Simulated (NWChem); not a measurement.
System: BHCl2; SMILES ClBCl

NWChem input:

```
start job
memory heap 200 mb stack 900 mb global 1100 mb
geometry units angstroms
  B     -0.501713    -0.320958    -0.392207
  H     -1.353172    -0.845916    -1.004959
  Cl    -0.368232     1.375223    -0.407177
  Cl     0.560368    -1.253421     0.554569
end
basis spherical
  * library def2-svp
end
dft
  xc pbe0
  iterations 150
end
driver
  maxiter 120
end
task dft optimize
task dft freq
```

Excerpt of the output:

```
             Northwest Computational Chemistry Package (NWChem) 7.3.0
             --------------------------------------------------------

 CS  symmetry detected

                             Geometry "geometry" -> ""
                             -------------------------

 Output coordinates in angstroms (scale by  1.889725989 to convert to a.u.)

  No.       Tag          Charge          X              Y              Z
 ---- ---------------- ---------- -------------- -------------- --------------
    1 B                    5.0000    -0.69202655     0.00605072     0.00000000
    2 H                    1.0000    -1.86464128    -0.02562030     0.00000000
    3 Cl                  17.0000     0.15661100    -0.00013627    -1.47453574
    4 Cl                  17.0000     0.15661100    -0.00013627     1.47453574

 Effective nuclear repulsion energy (a.u.)     114.1809405685

      Symmetry information
      --------------------

 Group name             Cs
 Group number              2
 Group order               2
 No. of unique centers     3

                                Z-matrix (autoz)
                                --------

 Units are Angstrom for bonds and degrees for angles

      Type          Name      I     J     K     L     M      Value
      ----------- --------  ----- ----- ----- ----- ----- ----------
    1 Stretch                  1     2                       1.17304
    2 Stretch                  1     3                       1.70132
    3 Stretch                  1     4                       1.70132
    4 Bend                     2     1     3               119.90293
    5 Bend                     2     1     4               119.90293
    6 Bend                     3     1     4               120.15536
    7 Torsion                  2     1     3     4        -177.73328
    8 Torsion                  2     1     4     3         177.73328
    9 Torsion                  3     1     2     4         177.73905
   10 Torsion                  2     4     1     3        -177.73328
   11 Torsion                  3     2     1     4        -177.73905
   12 Torsion                  2     3     1     4         177.73328

                           NWChem Geometry Optimization
                           ----------------------------

 maximum gradient threshold         (gmax) =   0.000450
 rms gradient threshold             (grms) =   0.000300
 maximum cartesian step threshold   (xmax) =   0.001800
 rms cartesian step threshold       (xrms) =   0.001200
 fixed trust radius                (trust) =   0.300000
 source of zmatrix                         =   autoz

          -------------------
          Energy Minimization
          -------------------

 Using diagonal initial Hessian
 Scaling for Hessian diagonals: bonds = 1.00  angles = 0.25  torsions = 0.10

          --------
          Step   0

                                 NWChem DFT Module
                                 -----------------

 Summary of "ao basis" -> "ao basis" (spherical)
 ------------------------------------------------------------------------------
       Tag                 Description            Shells   Functions and Types
 ---------------- ------------------------------  ------  ---------------------
 B                          def2-svp                 6       14   3s2p1d
 H                          def2-svp                 3        5   2s1p
 Cl                         def2-svp                 8       18   4s3p1d

      Symmetry analysis of basis
      --------------------------

        a'         32
        a"         23

            General Information
            -------------------
          SCF calculation type: DFT
          Wavefunction type:  closed shell.
          No. of atoms     :     4
          No. of electrons :    40
           Alpha electrons :    20
            Beta electrons :    20
          Charge           :     0
          Spin multiplicity:     1
          Use of symmetry is: on ; symmetry adaption is: on
          Maximum number of iterations: 150
          AO basis - number of functions:    55
                     number of shells:    25
          Convergence on energy requested:  1.00D-06
          Convergence on density requested:  1.00D-05
          Convergence on gradient requested:  5.00D-04

              XC Information
              --------------
                         PBE0 Method XC Functional
                     Hartree-Fock (Exact) Exchange  0.250
          PerdewBurkeErnzerhof Exchange Functional  0.750
            Perdew 1991 LDA Correlation Functional  1.000 local
           PerdewBurkeErnz. Correlation Functional  1.000 non-local

             Grid Information
             ----------------
          Grid used for XC integration:  medium
          Radial quadrature: Mura-Knowles
          Angular quadrature: Lebedev.
          Tag              B.-S. Rad. Rad. Pts. Rad. Cut. Ang. Pts.
          ---              ---------- --------- --------- ---------
          B                   0.85       49           7.0       434
          H                   0.35       45           8.0       434
          Cl                  1.00       88           8.0       590
          Grid pruning is: on
          Number of quadrature shells:   182
          Spatial weights used:  Erf1

      Superposition of Atomic Density Guess
      -------------------------------------

 Sum of atomic energies:        -943.65031207

      Non-variational initial energy
      ------------------------------

 Total energy =    -944.587384
 1-e energy   =   -1529.906953
 2-e energy   =     471.138629
 HOMO         =      -0.386381
 LUMO         =       0.023444

      Symmetry analysis of molecular orbitals - initial
      -------------------------------------------------

  Numbering of irreducible representations:

     1 a'          2 a"

  Orbital symmetries:

     1 a"          2 a'          3 a'          4 a"          5 a'
     6 a"          7 a'          8 a'          9 a"         10 a"
    11 a'         12 a'         13 a"         14 a'         15 a'
    16 a"         17 a'         18 a"         19 a"         20 a'
    21 a'         22 a'         23 a"         24 a'         25 a'
    26 a'         27 a"         28 a'         29 a'         30 a"

   convergence    iter        energy       DeltaE   RMS-Dens  Diis-err
 ---------------- ----- ----------------- --------- --------- ---------
 d= 0,ls=0.0,diis     1   -945.2293857179 -1.06D+03  1.53D-02  3.55D-01
 d= 0,ls=0.0,diis     2   -945.2224932275  6.89D-03  9.52D-03  3.66D-01
 d= 0,ls=0.0,diis     3   -945.2740906744 -5.16D-02  1.85D-03  1.30D-02
 d= 0,ls=0.0,diis     4   -945.2759830563 -1.89D-03  3.24D-04  2.23D-04
 d= 0,ls=0.0,diis     5   -945.2760097109 -2.67D-05  3.50D-05  5.29D-06
 d= 0,ls=0.0,diis     6   -945.2760104263 -7.15D-07  8.46D-06  3.13D-07

         Total DFT energy =     -945.276010426301
      One electron energy =    -1531.082687200310
           Coulomb energy =      532.264847048892
    Exchange-Corr. energy =      -60.639110843338
 Nuclear repulsion energy =      114.180940568455

 Numeric. integr. density =       40.000001941404

                  Occupations of the irreducible representations
                  ----------------------------------------------

                     irrep           alpha         beta
                     --------     --------     --------
                     a'               11.0         11.0
                     a"                9.0          9.0

                       DFT Final Molecular Orbital Analysis
                       ------------------------------------

 Vector   18  Occ=2.000000D+00  E=-3.527987D-01  Symmetry=a"
              MO Center=  1.4D-01,  1.7D-04, -1.6D-15, r^2= 3.2D+00
   Bfn.  Coefficient  Atom+Function         Bfn.  Coefficient  Atom+Function
  ----- ------------  ---------------      ----- ------------  ---------------
    31      0.463955  3 Cl py                49     -0.463955  4 Cl py
    28      0.345400  3 Cl py                46     -0.345400  4 Cl py
    25      0.200109  3 Cl py                43     -0.200109  4 Cl py
    11     -0.037389  1 B  d -1

 Vector   19  Occ=2.000000D+00  E=-3.362915D-01  Symmetry=a"
              MO Center=  1.1D-01,  2.2D-04,  5.7D-14, r^2= 3.4D+00
   Bfn.  Coefficient  Atom+Function         Bfn.  Coefficient  Atom+Function
  ----- ------------  ---------------      ----- ------------  ---------------
    30      0.328880  3 Cl px                32      0.328135  3 Cl pz
    48     -0.328880  4 Cl px                50      0.328135  4 Cl pz
    27      0.253829  3 Cl px                45     -0.253829  4 Cl px
    29      0.249953  3 Cl pz                47      0.249953  4 Cl pz
    24      0.145125  3 Cl px                42     -0.145125  4 Cl px

[...]

      ----------------------
      Optimization converged
      ----------------------

  Step       Energy      Delta E   Gmax     Grms     Xrms     Xmax
  ---- ---------------- -------- -------- -------- -------- --------
@    5    -945.27800784 -2.8D-08  0.00001  0.00001  0.00012  0.00032
                                     ok       ok       ok       ok

                                Z-matrix (autoz)
                                --------

 Units are Angstrom for bonds and degrees for angles

      Type          Name      I     J     K     L     M      Value     Gradient
      ----------- --------  ----- ----- ----- ----- ----- ---------- ----------
    1 Stretch                  1     2                       1.19992    0.00001
    2 Stretch                  1     3                       1.73911   -0.00001
    3 Stretch                  1     4                       1.73911   -0.00001
    4 Bend                     2     1     3               119.73789    0.00000
    5 Bend                     2     1     4               119.73789    0.00000
    6 Bend                     3     1     4               120.52421   -0.00001
    7 Torsion                  2     1     3     4        -179.99848    0.00000
    8 Torsion                  2     1     4     3         179.99848   -0.00000
    9 Torsion                  3     1     2     4         179.99849   -0.00000
   10 Torsion                  2     4     1     3        -179.99848    0.00000
   11 Torsion                  3     2     1     4        -179.99849    0.00000
   12 Torsion                  2     3     1     4         179.99848   -0.00000

                         Geometry "geometry" -> "geometry"
                         ---------------------------------

 Output coordinates in angstroms (scale by  1.889725989 to convert to a.u.)

  No.       Tag          Charge          X              Y              Z
 ---- ---------------- ---------- -------------- -------------- --------------
    1 B                    5.0000    -0.69220001    -0.00650581     0.00000000
    2 H                    1.0000    -1.89203247    -0.02071326     0.00000000
    3 Cl                  17.0000     0.17039332     0.00368847    -1.51007126
    4 Cl                  17.0000     0.17039332     0.00368847     1.51007126

 Effective nuclear repulsion energy (a.u.)     111.6087029715

      Symmetry information
      --------------------

 Group name             Cs
 Group number              2
 Group order               2
 No. of unique centers     3

                Final and change from initial internal coordinates
                --------------------------------------------------

                                Z-matrix (autoz)
                                --------

 Units are Angstrom for bonds and degrees for angles

      Type          Name      I     J     K     L     M      Value       Change
      ----------- --------  ----- ----- ----- ----- ----- ---------- ----------
    1 Stretch                  1     2                       1.19992    0.02687
    2 Stretch                  1     3                       1.73911    0.03779
    3 Stretch                  1     4                       1.73911    0.03779
    4 Bend                     2     1     3               119.73789   -0.16504
    5 Bend                     2     1     4               119.73789   -0.16504
    6 Bend                     3     1     4               120.52421    0.36885
    7 Torsion                  2     1     3     4        -179.99848   -2.26520
    8 Torsion                  2     1     4     3         179.99848    2.26520
    9 Torsion                  3     1     2     4         179.99849    2.25945
   10 Torsion                  2     4     1     3        -179.99848   -2.26520
   11 Torsion                  3     2     1     4        -179.99849   -2.25945
   12 Torsion                  2     3     1     4         179.99848    2.26520

 ==============================================================================
                                internuclear distances
 ------------------------------------------------------------------------------
       center one      |      center two      | atomic units |  angstroms
 ------------------------------------------------------------------------------
    2 H                |   1 B                |     2.26751  |     1.19992
    3 Cl               |   1 B                |     3.28643  |     1.73911
    4 Cl               |   1 B                |     3.28643  |     1.73911
 ------------------------------------------------------------------------------
                         number of included internuclear distances:          3
 ==============================================================================

[...]

 Rotational Constants
 --------------------
 A=   1.554396 cm-1  (  2.236379 K)
 B=   0.105705 cm-1  (  0.152082 K)
 C=   0.098974 cm-1  (  0.142398 K)

 Temperature                      =   298.15K
 frequency scaling parameter      =   1.0000

 Zero-Point correction to Energy  =    9.378 kcal/mol  (  0.014945 au)
 Thermal correction to Energy     =   11.579 kcal/mol  (  0.018453 au)
 Thermal correction to Enthalpy   =   12.171 kcal/mol  (  0.019396 au)

 Total Entropy                    =   65.309 cal/mol-K
   - Translational                =   39.107 cal/mol-K (mol. weight =  81.9548)
   - Rotational                   =   24.099 cal/mol-K (symmetry #  =        1)
   - Vibrational                  =    2.103 cal/mol-K

 Cv (constant volume heat capacity) =    9.798 cal/mol-K
   - Translational                  =    2.979 cal/mol-K
   - Rotational                     =    2.979 cal/mol-K
   - Vibrational                    =    3.839 cal/mol-K

[normal modes left out]

 ----------------------------------------------------------------------------
 Normal Eigenvalue ||           Projected Infra Red Intensities
  Mode   [cm**-1]  || [atomic units] [(debye/angs)**2] [(KM/mol)] [arbitrary]
 ------ ---------- || -------------- ----------------- ---------- -----------
    1       -0.000 ||    0.000483           0.011         0.471       0.101
    2       -0.000 ||    0.000018           0.000         0.018       0.004
    3        0.000 ||    0.000017           0.000         0.016       0.003
    4        0.000 ||    0.000037           0.001         0.036       0.008
    5        0.000 ||    0.000036           0.001         0.035       0.008
    6        0.000 ||    0.000000           0.000         0.000       0.000
    7      295.212 ||    0.001069           0.025         1.042       0.223
    8      753.339 ||    0.036433           0.841        35.517       7.604
    9      783.297 ||    0.017423           0.402        16.985       3.637
   10      918.925 ||    0.156748           3.616       152.805      32.717
   11     1108.103 ||    0.266301           6.144       259.603      55.584
   12     2704.229 ||    0.096355           2.223        93.932      20.112
 ----------------------------------------------------------------------------
```

Level: PBE0/def2-SVP. The printed entropy takes a lower symmetry number than the molecule has.
